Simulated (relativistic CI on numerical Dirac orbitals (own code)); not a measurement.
## Al3+: sensitivity of the levels to the model

Base calculation: Dirac-Coulomb-Breit CI, KLI orbitals optimised for each configuration, QED by a radiative potential, valence Slater integrals scaled by 0.85, P86 correlation energy added to each configuration.

Configuration list (outside the closed core 1s2): 2s2.2p6, 2s2.2p5.3s, 2s2.2p5.3p, 2s2.2p5.3d, 2s2.2p5.4s, 2s2.2p5.4p, 2s2.2p5.4d, 2s2.2p5.4f, 2s2.2p5.5s, 2s2.2p5.5p, 2s2.2p5.5d, 2s2.2p5.5f, 2s2.2p5.5g, 2s2.2p4.3s2, 2s.2p6.3s, 2s2.2p4.3s.3p, 2s.2p6.3p, 2s2.2p4.3p2, 2s2.2p4.3s.3d, 2s.2p6.3d, 2s2.2p4.3p.3d. Levels of other configurations are missing.

Variants: (1) self-excluded LDA correlation estimate; (2) Slater integrals left unscaled; (3) only the first 3 configurations; (4) non-relativistic limit. Shifts of the energy above 2s2.2p6 1S_0, in cm⁻¹, for the lowest level and the first level of each name with at least 55 % of one term (blank where a level changes its place among those of its configuration and J or its character, or is not in the variant):

```
           Level    Base   Δ(1)   Δ(2)   Δ(3)   Δ(4)  Measured
    2s2.2p6 1S_0       0      0      0      0      0         0
2s2.2p5.3s 3P°_2  614884  +3270   -364   +328  +1956          
2s2.2p5.3s 3P°_1  616653  +3270   -286   +343   +186    618474
2s2.2p5.3s 3P°_0  618268  +3270   -365   +337  -1428          
2s2.2p5.3s 1P°_1  622376  +3272   +664   +455   +335    624718
 2s2.2p5.3p 3S_1  671655  +3973  -2064  +1319   +516    671632
 2s2.2p5.3p 3D_3  679232  +3978   -379   -180  +1351          
 2s2.2p5.3p 3D_2  679973  +3978   -289   -149   +610          
 2s2.2p5.3p 3D_1  681265  +3978   -280   -187   -682          
 2s2.2p5.3p 1P_1  684736  +3978   +396   -239                 
 2s2.2p5.3p 3P_0  685844  +3979   +526   -233   -603          
 2s2.2p5.3p 3P_1  686266  +3978   +477   -224                 
 2s2.2p5.3p 1S_0  713381  +4123  +6569  +7217   +204    714097
2s2.2p5.3d 3P°_0  757116  +4784   -580         +1367    759193
2s2.2p5.3d 3P°_1  757508  +4784   -559          +975    759597
2s2.2p5.3d 3P°_2  758349  +4784   -514          +134    760472
2s2.2p5.3d 3F°_4  759474  +4785    -76         +1397    761688
2s2.2p5.3d 3F°_3  760077  +4785     +4          +794    762272
2s2.2p5.3d 3F°_2  761296  +4786    +68          -425    763614
2s2.2p5.3d 3D°_1  764276  +4787   +615           +69    766881
2s2.2p5.3d 3D°_3  764769  +4786   +396          -424    767346
2s2.2p5.3d 3D°_2  765086  +4786   +478          -741    767751
```

Correlation outside the listed configurations is missing or only estimated: errors of thousands of cm⁻¹ between configurations and terms are usual at this charge. Rates and lifetimes follow the computed energies and can be off by large factors. The fine structure of a lone outer electron comes out too small, for d and f at times inverted, and misplaced configurations move strength between like terms. 14 of the 16 excited levels that our extract of the measured tables holds in this range could be paired (the sources list more); they are missed by 1975 cm⁻¹ on average and 2664 at most, and levels without a partner can miss by more.

Measured levels: NIST levels in Kelleher and Podobedova, J. Phys. Chem. Ref. Data 37, 709 (2008); Martin and Zalubas, J. Phys. Chem. Ref. Data 8, 817 (1979).

Ionisation energy from the two ground configurations alone: base 119.759 eV; self-excluded LDA correlation estimate 120.497 eV. The NIST ASD value (measured) is 119.992 eV.

LS names give the leading component of a level, which can be under half, so a name can repeat, a term be missing and a line seem to break the LS rules.
